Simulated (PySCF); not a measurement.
ClZn, neutral, multiplicity 2. Atoms are numbered in the order given.

```xyz
2

Zn     0.0000     0.0000    -0.7867
Cl     0.0000     0.0000     1.3883
```
Charge 0, spin multiplicity 2.

Geometry optimised at PBE-D3(BJ)/def2-TZVP. The multiplicity is an assumed one; other spin states were not compared.

The numbers are results of PySCF with ωB97X/def2-TZVPD, not measurements.

Computed frontier levels, dipole moment and polarisability:
```json
{
 "α spin, highest occupied and lowest empty level": "-8.64 and 0.56 eV",
 "β spin, highest occupied and lowest empty level": "-11.05 and -1.83 eV",
 "dipole_moment": "3.00 D",
 "mean_static_polarisability": "48.0 bohr³ (7.12 Å³)",
 "polarisability_principal_values": "42.8, 42.8, 58.4 bohr³",
 "⟨S²⟩": "0.753 (pure state 0.75)"
}
```
